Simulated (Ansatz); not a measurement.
One change: `OC(F)[SiH3]` becomes `OC([SiH3])O[SiH3]`.

Ansatz, PBE0-D4/def2-TZVP geometries, multiplicity 1. Each molecule was computed in one conformer, which needn't be the lowest.

```json
{"property": "HOMO–LUMO gap (B3LYP/def2-TZVPP) / eV", "`OC(F)[SiH3]`": "8.47"}
{"property": "LUMO energy (B3LYP/def2-TZVPP) / eV", "`OC(F)[SiH3]`": "0.17"}
{"property": "size of the dipole moment (B3LYP/def2-TZVPP) / D", "`OC(F)[SiH3]`": "1.75"}
{"property": "LUMO energy (PBE/def2-TZVPP) / eV", "`OC(F)[SiH3]`": "-0.37"}
{"property": "HOMO energy (PBE/def2-TZVPP) / eV", "`OC(F)[SiH3]`": "-6.97"}
{"property": "HOMO–LUMO gap (PBE0/def2-TZVPP) / eV", "`OC(F)[SiH3]`": "8.98"}
```

**Question.** Give the same properties after the change, and the shifts. (Estimate.)

**Answer.** The calculation gave: 
| property | `OC([SiH3])O[SiH3]` | shift |
| --- | --- | --- |
| HOMO–LUMO gap (B3LYP/def2-TZVPP) / eV | 7.59 | -0.88 |
| LUMO energy (B3LYP/def2-TZVPP) / eV | -0.10 | -0.27 |
| size of the dipole moment (B3LYP/def2-TZVPP) / D | 0.53 | -1.22 |
| LUMO energy (PBE/def2-TZVPP) / eV | -0.72 | -0.35 |
| HOMO energy (PBE/def2-TZVPP) / eV | -6.49 | 0.48 |
| HOMO–LUMO gap (PBE0/def2-TZVPP) / eV | 8.04 | -0.94 |

With PBE0 the HOMO rises by 0.60 eV and the LUMO falls by 0.34 eV, so the gap narrows by about 0.94 eV. PBE moves the HOMO by 0.48 eV and ωB97M-V by 0.61 eV. Dipoles are sizes alone; their direction can turn.

B3LYP here is the variant with VWN-RPA as its local correlation; programs differ in this.
